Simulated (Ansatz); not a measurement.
C$_{6}$H$_{7}$NO, SMILES `Nc1cccc(O)c1`: measurement beside calculation (Ansatz, PBE0-D4/def2-TZVP geometry).

```xyz
15

N     0.331    2.388    0.644
C     0.153    1.091    0.195
C     0.250    0.793   -1.168
C     0.124   -0.515   -1.594
C    -0.096   -1.549   -0.697
C    -0.191   -1.247    0.657
O    -0.408   -2.202    1.597
C    -0.068    0.059    1.103
H    -0.064    2.596    1.545
H     0.152    3.109   -0.035
H     0.427    1.588   -1.883
H     0.199   -0.738   -2.653
H    -0.194   -2.574   -1.041
H    -0.473   -3.057    1.163
H    -0.143    0.259    2.166
```

Measured: 2.333 ± 0.011 D (total dipole moment, cis conformer, Stark effect FTMW spectroscopy). Source: Precise dipole moments and quadrupole coupling constants of the cis and trans conformers of 3-aminophenol: Determination of the absolute conformation, 2007 (arxiv:0708.0282).

```
functional (def2-TZVPP)  dipole (D)  error (D)
                    PBE        1.06      -1.27
                 r2SCAN        1.09      -1.24
                  B3LYP        1.13      -1.20
                ωB97M-V        1.14      -1.20
```

The measured dipole is a vibrational average; the computed one belongs to the fixed geometry. All levels miss by much here, so the measurement may belong to another conformer or state, or be off; this wasn't checked.

Measured: 3734.93 ± 0.014 MHz (A, cis conformer, vibrational ground state, FTMW spectroscopy); 1823.2095 ± 0.0064 MHz (B, cis conformer, vibrational ground state, FTMW spectroscopy); 1226.493 ± 0.011 MHz (C, cis conformer, vibrational ground state, FTMW spectroscopy). Source: Precise dipole moments and quadrupole coupling constants of the cis and trans conformers of 3-aminophenol: Determination of the absolute conformation, 2007 (arxiv:0708.0282).

```csv
constant,measured (MHz),computed (MHz),error (%)
A,3735,3778,1.2
B,1823,1847,1.3
C,1226,1242,1.3
```

Computed constants are equilibrium values for the main isotopes; measured ground-state ones include zero-point motion, which usually lowers them by up to about 1 %.

Measured: 217 cm⁻¹ (S1 state, syn conformer, aromatic ring out-of-plane bend, conformer-resolved 1+1 REMPI); 227 cm⁻¹ (S1 state, anti conformer, aromatic ring out-of-plane bend, conformer-resolved 1+1 REMPI); 322 cm⁻¹ (S1 state, syn conformer, OH wag (tentative), conformer-resolved 1+1 REMPI); 314 cm⁻¹ (S1 state, anti conformer, OH wag (tentative), conformer-resolved 1+1 REMPI); 307 cm⁻¹ (S0 state, syn conformer, OH wag, IR-UV double resonance); 316 cm⁻¹ (S0 state, anti conformer, OH wag, IR-UV double resonance). Source: Single-Color Isomer-Resolved Spectroscopy, 2022 (pmc:9207891).

Harmonic PBE0-D4 wavenumbers (cm⁻¹, unscaled): 219, 230, 316, 331, 356, 457, 464, 529, 539, 555, 642, 696, 752, 766, 828, 860, 928, 985, 1014, 1092, 1133, 1181, 1191, 1247, 1348, 1367, 1395, 1542, 1544, 1655, 1660, 1695, 3180, 3190, 3200, 3207, 3600, 3704, 3864. Fundamentals include anharmonicity and usually lie a few per cent under these; harmonic values from spectra compare directly.

B3LYP here is the variant with VWN-RPA as its local correlation; programs differ in this.
